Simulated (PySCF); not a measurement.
A side-by-side comparison of computed properties.

First species: C6H6F (charge +1).
Numbering: `[CH:1]#[C:2]/[C:3]([F:4])=[CH:5]/[CH+:6][CH3:7]` (hydrogens: H8 on C1; H9 on C5; H10 on C6; H11, H12, H13 on C7)

Second species: C6H6ClPS.
SMILES: `Clc1pc(C2CC2)cs1`

Levels: wB97X-D/def2-SVPD for HOMO energy, LUMO energy, HOMO–LUMO gap, static isotropic polarisability and electronic spatial extent ⟨r²⟩ about the centre of nuclear charge; TDDFT wB97X-D/def2-SVPD for lowest singlet excitation; TDA wB97X-D/def2-SVPD for lowest triplet excitation (Tamm–Dancoff); GFN2-xTB for rotational constant A and rotational constant C. Geometries: GFN2-xTB. All species are isolated and taken at one optimised geometry, non-relativistic unless stated. Electronic properties by PySCF.

The conformers computed, where there is a choice (atom-mapped SMILES and torsion angles):
- `[CH:1]#[C:2]/[C:3]([F:4])=[CH:5]/[CH+:6][CH3:7]`: C3–C5–C6–C7 180°
- `[Cl:1][c:2]1[p:3][c:4]([CH:5]2[CH2:6][CH2:7]2)[cH:8][s:9]1`: P3–C4–C5–C6 -35°

Values for the first species:

```
HOMO energy                                                       : -15.13 eV
LUMO energy                                                       : -7.32 eV
HOMO–LUMO gap                                                     : 7.81 eV
Lowest singlet excitation                                         : 3.64 eV
Lowest triplet excitation (Tamm–Dancoff)                          : 2.35 eV
Static isotropic polarisability                                   : 82.6 au
Electronic spatial extent ⟨r²⟩ about the centre of nuclear charge : 957 bohr²
Rotational constant A                                             : 6.961 GHz
Rotational constant C                                             : 1.141 GHz
```

Estimate the same properties for the second species, and the change in each.

```
                                                         property      first      second  second less first
                                                      HOMO energy  -15.13 eV    -8.55 eV           +6.58 eV
                                                      LUMO energy   -7.32 eV    -0.04 eV           +7.28 eV
                                                    HOMO–LUMO gap    7.81 eV     8.51 eV           +0.70 eV
                                        lowest singlet excitation    3.64 eV     4.53 eV           +0.89 eV
                         lowest triplet excitation (Tamm–Dancoff)    2.35 eV     2.87 eV           +0.52 eV
                                  static isotropic polarisability    82.6 au    123.6 au           +41.0 au
electronic spatial extent ⟨r²⟩ about the centre of nuclear charge  957 bohr²  2074 bohr²        +1117 bohr²
                                            rotational constant A  6.961 GHz   2.269 GHz         -4.692 GHz
                                            rotational constant C  1.141 GHz   0.514 GHz         -0.627 GHz
```

On the first: The polarisability is 12.24 Å³ as a volume (1 au = 0.148185 Å³), or 1.65 au for each of the 50 electrons. The vertical singlet–triplet gap S1 − T1 is 1.29 eV (TDDFT singlet less Tamm–Dancoff triplet; S1: HOMO−1→LUMO, weight 0.95; T1: HOMO→LUMO, weight 0.96).

On the second: No computed singlet falls in the visible range (750 to 380 nm, 1.65 to 3.26 eV); S1 lies 1.27 eV above its blue end. The 8 singlets span 4.53 to 6.19 eV, and their oscillator strengths add up to 0.29.
